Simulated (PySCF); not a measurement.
triplet silylene (H2Si), triplet, at a GFN2-xTB geometry; PySCF with PBE/def2-SVPD.

Here is a job for PySCF.
```python
from pyscf import gto, scf, dft

mol = gto.M(
    atom='''
Si   -0.006391   -0.001951    0.085235
H     0.045667    1.283842   -0.567511
H     0.043812   -1.256535   -0.625785
''',
    basis='def2-svpd',
    charge=0,
    spin=2,
    verbose=4,
)

mf = dft.UKS(mol)
mf.xc = 'pbe'
mf.grids.atom_grid = (99, 590)
mf.grids.prune = None
mf.kernel()
```

Output, abridged:

```
PySCF version 2.14.0

[INPUT] verbose = 4
[INPUT] num. atoms = 3
[INPUT] num. electrons = 16
[INPUT] charge = 0
[INPUT] spin (= nelec alpha-beta = 2S) = 2
[INPUT] symmetry False subgroup None
[INPUT] Mole.unit = angstrom
[INPUT] Symbol           X                Y                Z      unit          X                Y                Z       unit  Magmom
[INPUT]  1 Si    -0.006391000000  -0.001951000000   0.085235000000 AA   -0.012077239662  -0.003686855669   0.161070806227 Bohr   0.0
[INPUT]  2 H      0.045667000000   1.283842000000  -0.567511000000 AA    0.086298122931   2.426109767214  -1.072440362678 Bohr   0.0
[INPUT]  3 H      0.043812000000  -1.256535000000  -0.625785000000 AA    0.082792680969  -2.374507015930  -1.182562262861 Bohr   0.0

nuclear repulsion = 10.4769050630146
number of shells = 18
number of NR pGTOs = 62
number of NR cGTOs = 40
basis = def2-svpd
ecp = {}

******** <class 'pyscf.dft.uks.UKS'> ********
method = UKS
initial guess = minao
damping factor = 0
level_shift factor = 0
DIIS = <class 'pyscf.scf.diis.CDIIS'>
diis_start_cycle = 1
diis_space = 8
diis_damp = 0
SCF conv_tol = 1e-09
SCF conv_tol_grad = None
SCF max_cycles = 50
direct_scf = True
direct_scf_tol = 1e-13
number electrons alpha = 9  beta = 7
XC library pyscf.dft.libxc version 7.1.2
    S. Lehtola, C. Steigemann, M. J. T. Oliveira, and M. A. L. Marques,  SoftwareX 7, 1–5 (2018)
XC functionals = pbe
    J. P. Perdew, K. Burke, and M. Ernzerhof,  Phys. Rev. Lett. 77, 3865 (1996)
    J. P. Perdew, K. Burke, and M. Ernzerhof,  Phys. Rev. Lett. 78, 1396 (1997)
    J. P. Perdew, K. Burke, and M. Ernzerhof,  Phys. Rev. Lett. 77, 3865 (1996)
    J. P. Perdew, K. Burke, and M. Ernzerhof,  Phys. Rev. Lett. 78, 1396 (1997)
radial grids:
    Treutler-Ahlrichs [JCP 102, 346 (1995); DOI:10.1063/1.469408] (M4) radial grids

becke partition: Becke, JCP 88, 2547 (1988); DOI:10.1063/1.454033
pruning grids: None
grids dens level: 3
symmetrized grids: False
atomic radii adjust function: <function treutler_atomic_radii_adjust>
User specified grid scheme (99, 590)
small_rho_cutoff = 0
Set gradient conv threshold to 3.16228e-05
tot grids = 175232
init E= -290.24108886223

cycle= 1 E= -290.323782959153  delta_E= -0.0827  |g|= 0.0801  |ddm|= 1.14
cycle= 2 E= -290.32680082396  delta_E= -0.00302  |g|= 0.0511  |ddm|= 0.237
cycle= 3 E= -290.329212038049  delta_E= -0.00241  |g|= 0.0117  |ddm|= 0.116
cycle= 4 E= -290.329354853156  delta_E= -0.000143  |g|= 0.00118  |ddm|= 0.0211
cycle= 5 E= -290.329356737971  delta_E= -1.88e-06  |g|= 0.000234  |ddm|= 0.00374
cycle= 6 E= -290.329356803757  delta_E= -6.58e-08  |g|= 6.04e-05  |ddm|= 0.000596
cycle= 7 E= -290.3293568083  delta_E= -4.54e-09  |g|= 2.71e-05  |ddm|= 0.000172
cycle= 8 E= -290.329356808981  delta_E= -6.81e-10  |g|= 1.54e-06  |ddm|= 5.77e-05
Extra cycle  E= -290.329356808982  delta_E= -1.48e-12  |g|= 5.02e-07  |ddm|= 3.83e-06
converged SCF energy = -290.329356808982  <S^2> = 2.0030181  2S+1 = 3.0020114
```
